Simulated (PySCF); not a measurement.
**Strontium: highly charged ions in a basis for the neutral atom**

Sr(14+) [Ar] 3d6, Sr(15+) [Ar] 3d5. Calculation: PySCF 2.14, in Sapporo-DKH3-DZP-2012; scalar relativity by spin-free X2C-1e. No spin-orbit coupling, so a gap to NIST mixes the basis error with missing relativistic terms.

Changed run: basis of the neutral atom used for a highly charged ion. This setting is unsound on purpose.

| species | method | sound run (hartree) | changed run (hartree) | converged |
| --- | --- | --- | --- | --- |
| Sr(14+) | UHF | not run | -3088.74989 | yes |
| Sr(14+) | M06-L | not run | -3090.01241 | yes |
| Sr(14+) | PBE0 | not run | -3089.67936 | yes |
| Sr(15+) | UHF | not run | -3069.96862 | yes |
| Sr(15+) | M06-L | not run | -3071.16128 | yes |
| Sr(15+) | PBE0 | not run | -3070.80610 | yes |

Ionisation energy of Sr(14+):

| method | changed run (eV) | NIST (eV) |
| --- | --- | --- |
| UHF | 511.06 | 499 ± 3 |
| M06-L | 512.97 | 499 ± 3 |
| PBE0 | 513.57 | 499 ± 3 |

The contracted functions were made for the neutral atom and can be too rigid for a highly charged ion.
